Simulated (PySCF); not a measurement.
Br2Zn, charge +1, doublet, geometry from GFN2-xTB (such geometries of metal compounds can be far from the true shape) (a state made from the parent by changing its charge; the spin is typed, not shown lowest). Base run: PBE0/def2-SV(P) run with PySCF.

PySCF was given this input:
```python
from pyscf import gto, scf, dft

mol = gto.M(
    atom='''
Zn    0.00000000    0.00000000    0.00000000
Br   -0.00000000   -0.00000000   -2.37688728
Br    0.00000000    0.00000000    2.37688728
''',
    basis='def2-sv(p)',
    charge=1,
    spin=1,
    verbose=4,
)

mf = dft.UKS(mol)
mf.xc = 'pbe0'
mf.kernel()
```

The base run was repeated with changes; each row names its change, and settings that it needs were set with it.

```tsv
change	basis functions	E (Eh)	HOMO (eV)
base	88	-6925.71187	-13.54
basis = cc-pVDZ-DK; relativity = none	97	-6878.14325	-13.66
basis = cc-pVDZ-DK; relativity = spin-free X2C	97	-7007.14419	-13.59
basis = cc-pVTZ-DK; relativity = none	154	-6874.63764	-13.54
basis = x2c-SVPall; relativity = spin-free X2C; nucleus = Gaussian (with nucmod='G')	100	-7006.07160	-13.53
basis = cc-pVTZ-DK; relativity = spin-free X2C	154	-7007.37953	-13.50
basis = cc-pVTZ-DK; relativity = spin-free X2C; nucleus = Gaussian (with nucmod='G')	154	-7007.32874	-13.50
basis = x2c-SVPall; relativity = spin-free X2C	100	-7006.11091	-13.53
basis = x2c-SVPall; relativity = none	100	-6891.18838	-13.70
basis = cc-pVDZ-DK; relativity = spin-free X2C; nucleus = Gaussian (with nucmod='G')	97	-7007.09882	-13.59
```

Absolute energies of different levels of theory aren't comparable as measures of quality.

Open shells are given as the SCF converged; they aren't shown to be the lowest states, and a large step between rows can be another state.

Basis sets contracted for a relativistic Hamiltonian are a mismatch without it, so the rows without relativity aren't non-relativistic limits. No row has spin-orbit coupling; sets with core potentials leave out the core electrons.
